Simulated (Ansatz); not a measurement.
Gas-phase reaction (SMILES): CB(C)F [fluoro(dimethyl)borane] → C[B]C + F atom; the B-F bond at the site shown breaks (other sites are not compared here).

Structures are relaxed separately at B3LYP-D3(BJ)/def2-TZVP in Ansatz (a program for electronic structure). Valence correlation only, unless marked. UHF or UKS for open shells. Spin-orbit coupling is left out. No relativistic terms. Basis-set limits of correlation are two-point, X^-3; Hartree-Fock from the larger set. [CCSD(T)-MP2]/basis is that difference in the basis named. Thermal terms are rigid-rotor harmonic-oscillator values from B3LYP-D3(BJ) frequencies (Ansatz) at 298.15 K and 1 atm. 1 Eh = 627.5095 kcal/mol. Atoms have translation alone.

| species | E, RI-MP2/CBS(aug-cc-pVTZ,aug-cc-pVQZ)+[CCSD(T)-MP2]/aug-cc-pVTZ (Ansatz) (Eh) | E, PBE/def2-TZVPD (Ansatz) (Eh) | H - E (Eh) |
|---|---|---|---|
| CB(C)F | -204.38178 | -204.41872 | 0.08606 |
| C[B]C | -104.43693 | -104.47434 | 0.07954 |
| F atom | -99.66721 | -99.67049 | 0.00236 |

Problem. Work out ΔE and ΔH at 298.15 K at the first level, then ΔH at the second.

Solution. 
1. ΔE = [(-104.43693) + (-99.66721)] - [(-204.38178)] = 0.27764 Eh = 174.2 kcal/mol at RI-MP2/CBS(aug-cc-pVTZ,aug-cc-pVQZ)+[CCSD(T)-MP2]/aug-cc-pVTZ.
2. The terms H - E add up to -0.00416 Eh, so ΔH = (0.27764 + (-0.00416))×627.5095 = 171.6 kcal/mol.
3. At PBE/def2-TZVPD the same steps give ΔE = 171.9 and ΔH = 169.3 kcal/mol, a shift of -2.3 from the first level.
4. These values are not checked against measurement here, since the tables used lack a sound gas-phase enthalpy of formation for at least one species.
